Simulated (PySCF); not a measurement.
Finite-field polarisability of Sb (antimony, neutral)

[Kr] 4d10 5s2 5p3, high-spin 4S determinant. Calculation: PySCF 2.14, in x2c-TZVPPall with one added diffuse shell each of s, p, d, f type (9s7p5d3f, 76 functions); the spin-free X2C one-electron Hamiltonian (Gaussian nucleus). Frozen: [Kr] 4d10. Energy changes in a uniform field (μhartree):

| axis | F (au) | HF | MP2 | CCSD | CCSD(T) |
| --- | --- | --- | --- | --- | --- |
| x | 0.0021 | -96.615 | -96.839 | -96.967 | -97.183 |
| x | 0.0042 | -386.760 | -387.665 | -388.176 | -389.046 |

Problem. Derive α along x at CCSD(T) from the two fields.

Solution. With ΔE = −αF²/2 − γF⁴/24, α = −(16 ΔE(F) − ΔE(2F))/(6F²) = 44.06 bohr³.

Problem. And the mean polarisability at each level?

Solution. HF 43.81, MP2 43.91, CCSD 43.96, CCSD(T) 44.06 bohr³. Reference: 43 ± 2 bohr³ (recommended; Schwerdtfeger and Nagle, table of static dipole polarizabilities (2023 update)).
